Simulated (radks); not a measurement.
The numbers below are computed, except where a source is named.
Task: Ba+, 55 electrons, occupied as [Xe] 6s1 (the NIST ground configuration). Level of theory: scalar-relativistic Kohn-Sham, BLYP, spin-polarised, spherical densities, finite nucleus; open shells are filled with parallel spins first (spin-orbit coupling, left out, can overturn this in heavy ions); Fermi nuclear charge, rms radius 4.8378 fm (a radial shooting solver on a logarithmic mesh with Libxc functionals). Some entries of the table are withheld. Estimate them.

| orbital | occ. | eigenvalue (hartree) | <1/r> (bohr^-1) | r(max) (bohr) |
|---|---|---|---|---|
| 1s up | 1 | -1369.545 | 60.69 | 0.01643 |
| 1s down | 1 | -1369.545 | 60.69 | 0.01643 |
| 2s up | 1 | -216.6463 | 13.96 | 0.09288 |
| 2s down | 1 | -216.6461 | 13.96 | 0.09288 |
| 2p up | 3 | -194.3152 | 13.28 | 0.07462 |
| 2p down | 3 | -194.3150 | 13.28 | 0.07462 |
| 3s up | 1 | -45.88051 | 5.042 | 0.2664 |
| 3s down | 1 | -45.88019 | 5.042 | 0.2664 |
| 3p up | 3 | -38.72108 | 4.783 | 0.2606 |
| 3p down | 3 | -38.72076 | 4.783 | 0.2606 |
| 3d up | 5 | -28.31523 | 4.535 | 0.2151 |
| 3d down | 5 | -28.31492 | 4.535 | 0.2151 |
| 4s up | 1 | -9.15769 | 2.084 | 0.6248 |
| 4s down | 1 | -9.15706 | 2.084 | 0.6248 |
| 4p up | 3 | -6.84807 | 1.920 | 0.6534 |
| 4p down | 3 | -6.84737 | 1.920 | 0.6534 |
| 4d up | 5 | -3.49495 | 1.654 | 0.6951 |
| 4d down | 5 | -3.49402 | 1.654 | 0.6950 |
| 5s up | 1 | -1.43767 | 0.8065 | 1.468 |
| 5s down | 1 | -1.43547 | 0.8068 | 1.469 |
| 5p up | 3 | -0.88653 | 0.6801 | 1.668 |
| 5p down | 3 | -0.88342 | 0.6817 | 1.668 |
| 6s up | 1 | -0.28632 | (1) | 3.842 |

Result: 
(1) 6s up <1/r> (bohr^-1): 0.2939
